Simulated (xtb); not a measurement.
Cl3Sm (SMILES [Cl][Sm]([Cl])[Cl]), sextet, geometry from GFN2-xTB (such geometries of metal compounds can be far from the true shape) (GFN-xTB holds the 4f electrons in the core, so unpaired electrons go into valence orbitals and the state isn't the physical one); GFN2-xTB (xtb).

The xtb input:
```
$ xtb mol.xyz --gfn 2 --uhf 5 --etemp 10 --json

# file mol.xyz
4

Sm     0.43281855     0.21389868     0.08048489
Cl    -1.76748180    -0.74749701    -0.36908145
Cl    -1.13955784     1.84001456    -0.98267266
Cl     1.32852493    -1.87261862     1.05822096
```

It wrote (shortened):

```
   ID    Z sym.   atoms
    1   62 Sm     1
    2   17 Cl     2-4

           -------------------------------------------------
          |                Calculation Setup                |
           -------------------------------------------------

           -------------------------------------------------
          |                 G F N 2 - x T B                 |
           -------------------------------------------------

          ...................................................
          :                      SETUP                      :
          :.................................................:
          :  # basis functions                  40          :
          :  # atomic orbitals                  36          :
          :  # shells                           12          :
          :  # electrons                        24          :
          :  max. iterations                   250          :
          :  Hamiltonian                  GFN2-xTB          :
          :  restarted?                      false          :
          :  GBSA solvation                  false          :
          :  PC potential                    false          :
          :  electronic temp.           10.0000000     K    :
          :  accuracy                    1.0000000          :
          :  -> integral cutoff          0.2500000E+02      :
          :  -> integral neglect         0.1000000E-07      :
          :  -> SCF convergence          0.1000000E-05 Eh   :
          :  -> wf. convergence          0.1000000E-03 e    :
          :  Broyden damping             0.4000000          :
          :  net charge                          0          :
          :  unpaired electrons                  5          :
          ...................................................

 iter      E             dE          RMSdq      gap      omega  full diag
   1      0.9965316  0.996532E+00  0.559E+01    0.19       0.0  T
   2    -11.2144631 -0.122110E+02  0.318E+01    0.19       1.0  T
   3    -12.1031394 -0.888676E+00  0.258E+01    0.08       1.0  T
   4    -14.3204399 -0.221730E+01  0.208E+01    0.06       1.0  T
   5    -14.2468870  0.735530E-01  0.210E+01    0.07       1.0  T
   6    -13.9872480  0.259639E+00  0.214E+01    0.08       1.0  T
   7    -14.3664232 -0.379175E+00  0.200E+01    0.08       1.0  T
   8    -14.3664003  0.228909E-04  0.200E+01    0.08       1.0  T
   9    -14.3683079 -0.190755E-02  0.199E+01    0.08       1.0  T
[...]
 243    -14.6808627 -0.175470E-05  0.557E-02    0.10       1.0  T
 244    -14.6808623  0.402544E-06  0.515E-02    0.10       1.0  T
 245    -14.6808626 -0.315858E-06  0.496E-02    0.10       1.0  T
 246    -14.6808613  0.132045E-05  0.620E-02    0.10       1.0  T
 247    -14.6808606  0.643019E-06  0.686E-02    0.10       1.0  T
 248    -14.6808596  0.993410E-06  0.775E-02    0.10       1.0  T
 249    -14.6808591  0.473336E-06  0.807E-02    0.10       1.0  T
 250    -14.6808591  0.213145E-07  0.800E-02    0.10       1.0  T

   *** convergence criteria cannot be satisfied within 250 iterations ***

         #    Occupation            Energy/Eh            Energy/eV
      -------------------------------------------------------------
         1        2.0000           -1.1415602             -31.0634
       ...           ...                  ...                  ...
         8        2.0000           -0.4653068             -12.6616
         9        2.0000           -0.4639371             -12.6244
        10        1.7948           -0.4623301             -12.5806
        11        1.2052           -0.4622443             -12.5783
        12        1.0000           -0.4409991             -12.0002
        13        1.0000           -0.3510760              -9.5533
        14        1.0000           -0.3490604              -9.4984 (HOMO)
        15                         -0.3452835              -9.3956 (LUMO)
        16                         -0.3433489              -9.3430
        17                         -0.3391869              -9.2297
ERROR STOP

Error termination. Backtrace:
        18                         -0.1802289              -4.9043
        19                         -0.0488211              -1.3285
       ...                                ...                  ...
        36                          0.8607862              23.4232
      -------------------------------------------------------------
                  HL-Gap            0.0037769 Eh            0.1028 eV
             Fermi-level           -0.4047296 Eh          -11.0133 eV

########################################################################
[ERROR] Program stopped due to fatal error
-3- Single point calculation terminated
-2- xtb_calculator_singlepoint: Electronic structure method terminated
-1- scf: Self consistent charge iterator did not converge
########################################################################

abnormal termination of xtb
```

The run did not converge; its last values are not results.
